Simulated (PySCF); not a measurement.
Working out the ionisation energy of Nb

Nb [Kr] 4d4 5s1 (6D) → Nb⁺ [Kr] 4d4 (5D). All numbers are calculated (PySCF 2.14, a scalar-relativistic core potential, in cc-pVDZ-PP with ECP28MDF). Frozen: 4s2 4p6. Energies in hartree (1 hartree = 27.21139 eV):

```json
{"part": "UHF", "Nb (lower)": "-56.147377", "Nb⁺ (upper)": "-55.926941"}
{"part": "MP2 opposite-spin", "Nb (lower)": "0.000000", "Nb⁺ (upper)": "0.000000"}
{"part": "MP2 same-spin", "Nb (lower)": "-0.038989", "Nb⁺ (upper)": "-0.025488"}
```

**Question.** What does Hartree-Fock give?

**Answer.** (-55.926941) − (-56.147377) = 0.220436 hartree = 5.998 eV.

**Question.** What do MP2 and SCS-MP2 (6/5 opposite-spin, 1/3 same-spin) give?

**Answer.** The opposite-spin parts differ by 0.000 eV and the same-spin parts by 0.367 eV. MP2: 5.998 + (0.000) + (0.367) = 6.365 eV. SCS-MP2: 5.998 + 1.2 × (0.000) + (0.367)/3 = 6.120 eV.

Measured between the centres of the two terms (NIST): 6.776 eV, so MP2 (valence) is off by -0.411 eV.

A double-zeta basis recovers only part of the correlation energy.

What remains against the reference includes basis incompleteness, the frozen core and correlation beyond second order.
